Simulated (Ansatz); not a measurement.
Start from `[OH][Al]([OH])[F]` and change one atom or group to get `B[O][Al]([OH])[F]`.

Ansatz, PBE0-D4/def2-TZVP geometries, multiplicity 1. Each molecule was computed in one conformer, which needn't be the lowest.

| property | `[OH][Al]([OH])[F]` |
| --- | --- |
| LUMO energy (PBE0/def2-TZVPP) / eV | -0.74 |
| ideal-gas entropy at 298 K and 1 bar (rigid rotor, harmonic PBE0-D4/def2-TZVP) / J/(mol·K) | 301 |
| LUMO energy (B3LYP/def2-TZVPP) / eV | -1.11 |
| HOMO energy (PBE0/def2-TZVPP) / eV | -9.34 |
| HOMO energy (PBE/def2-TZVPP) / eV | -7.61 |
| size of the dipole moment (PBE/def2-TZVPP) / D | 0.65 |

Task: What does the change do to each property? (An estimate is asked.)

Result: Computed: 
| property | `B[O][Al]([OH])[F]` | shift |
| --- | --- | --- |
| LUMO energy (PBE0/def2-TZVPP) / eV | -0.88 | -0.14 |
| ideal-gas entropy at 298 K and 1 bar (rigid rotor, harmonic PBE0-D4/def2-TZVP) / J/(mol·K) | 354 | 53 |
| LUMO energy (B3LYP/def2-TZVPP) / eV | -1.23 | -0.12 |
| HOMO energy (PBE0/def2-TZVPP) / eV | -8.14 | 1.20 |
| HOMO energy (PBE/def2-TZVPP) / eV | -6.69 | 0.92 |
| size of the dipole moment (PBE/def2-TZVPP) / D | 1.71 | 1.06 |

With PBE0 the HOMO rises by 1.20 eV and the LUMO falls by 0.14 eV, so the gap narrows by about 1.34 eV. PBE moves the HOMO by 0.92 eV and ωB97M-V by 1.34 eV. The zero-point energy changes by 30.7 kJ/mol with +6 modes. Dipoles are sizes alone; their direction can turn.

B3LYP here is the variant with VWN-RPA as its local correlation; programs differ in this.
